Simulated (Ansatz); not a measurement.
**Relaxing a trial structure of FGeH3**

The starting geometry of this gas-phase triplet was optimised with GFN2-xTB as a singlet; its bonds are those of `[F][GeH3]`.

```yaml
atoms:
  - { symbol: F, position_ang: [1.0891, 0.5184, 1.0148] }
  - { symbol: Ge, position_ang: [-0.0008, 0.0884, -0.2642] }
  - { symbol: H, position_ang: [-1.3466, 0.3704, 0.3180] }
  - { symbol: H, position_ang: [0.2909, -1.3578, -0.4952] }
  - { symbol: H, position_ang: [0.4013, 0.9949, -1.3806] }
```

Predict what becomes of its bonds when it is optimised with B3LYP-D3(BJ)/def2-SVP.

It falls apart into FGeH2 + H. Contacts that open: Ge2–H4 (1.49 → 3.78 Å).

The energy falls by 3.74 eV over 21 steps:

| step | E − E(last) (eV) |
| --- | --- |
| 1 | 3.744 |
| 3 | 1.721 |
| 5 | 1.271 |
| 8 | 0.418 |
| 10 | 0.090 |
| 12 | 0.014 |
| 14 | 0.001 |
| 17 | 0.000 |
| 19 | 0.000 |
| 21 | 0.000 |

Final geometry (Å):

```xyz
5

F     0.7793   -0.1228    0.4605
Ge   -0.4710    0.5450   -0.5805
H    -1.5818    1.0607    0.3849
H     1.4893   -2.5724    0.2919
H     0.2180    1.7039   -1.3640
```

No frequencies were run, so the end isn't proven a minimum. Open shells are spin-unrestricted. The triplet needn't be the ground state. Run with Ansatz 0.2.0, 2.9 min on 1 thread of AMD EPYC (Zen 3), with other jobs on the host.
